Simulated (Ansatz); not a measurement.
```xyz
9

C     0.0000   -0.4541   -0.1192
C     0.0000   -0.4673    1.2146
C     0.0000    0.7691   -0.9750
H     0.0000   -1.4146   -0.6513
H     0.0000   -1.4047    1.7771
H     0.0000    0.4612    1.7958
H     0.0000    1.6890   -0.3718
H     0.8829    0.7916   -1.6359
H    -0.8829    0.7916   -1.6359
```

Basis set: def2-TZVP (spherical functions). Frozen core: 3 orbitals. Charge 0, multiplicity 1.

Computed with Ansatz (development build ahead of 0.2.0); each method stands on the lowest determinant of its kind that the runs found. Restricted open shells among the atoms or ions are ROHF, correlated in semicanonical orbitals with singles.

Question: Give the atomization energy at this shape (free ground-state atoms in the same class of orbitals less the molecule, no zero-point energy) of singlet C3H6 by RHF-MP2, RHF.

Answer:

```json
{"method": "RHF-MP2", "atomization energy": "837.77 kcal/mol"}
{"method": "RHF", "atomization energy": "662.12 kcal/mol"}
```
